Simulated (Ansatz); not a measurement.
Reaction (ligand exchange at the Si–C bond): `OC(S)[SiH2]F` + H₂Te → `F[SiH2][TeH]` + `OCS`

Program: Ansatz. Geometries: PBE0-D4/def2-TZVP. ΔE: electronic, gas phase. CCSD(T)/CBS is the MP2 limit (def2-TZVPP, def2-QZVPP) plus CCSD(T) − MP2 in def2-TZVPP, frozen cores. DFT in def2-TZVPP. B3LYP here is the variant with VWN-RPA as its local correlation; programs differ in this. Elements past krypton have def2 core potentials. For Te outer-core shells are correlated without core-valence functions, which leaves a few kJ/mol of doubt a bond. Each species was taken in one conformer, which may not be the lowest.

(1) Is it downhill or uphill in electronic energy at CCSD(T)/CBS, and by how much? (Estimate.)

(2) What do these levels give: PBE0-D4, B2PLYP, PBE, r2SCAN, PBE0, B3LYP, MP2/def2-TZVPP, CCSD/def2-TZVPP, CCSD(T)/def2-TZVPP, HF/CBS(def2), MP2/CBS(def2), CCSD/CBS(def2)? (Best estimate.)

Largest T1 diagnostic among the species: 0.012.

Results:

(1) Ansatz gave: Downhill: ΔE = -58.5 kJ/mol.

(2) The calculation gave: PBE0-D4 -59.2, B2PLYP -57.5, PBE -60.1, r2SCAN -56.8, PBE0 -61.9, B3LYP -58.6, MP2/def2-TZVPP -58.0, CCSD/def2-TZVPP -53.5, CCSD(T)/def2-TZVPP -52.2, HF/CBS(def2) -64.0, MP2/CBS(def2) -64.4, CCSD/CBS(def2) -59.8 kJ/mol.

In def2-TZVPP, CCSD(T) changes the Hartree–Fock value by +10.7 kJ/mol (the triples alone add +1.3 kJ/mol) and MP2 by +4.8 kJ/mol. The D4 term adds +5.0 kJ/mol with B3LYP and +2.8 kJ/mol with PBE0; it sums over pairs of atoms, weighted by their polarisabilities, and B3LYP, whose exchange is more repulsive, gets the larger term.
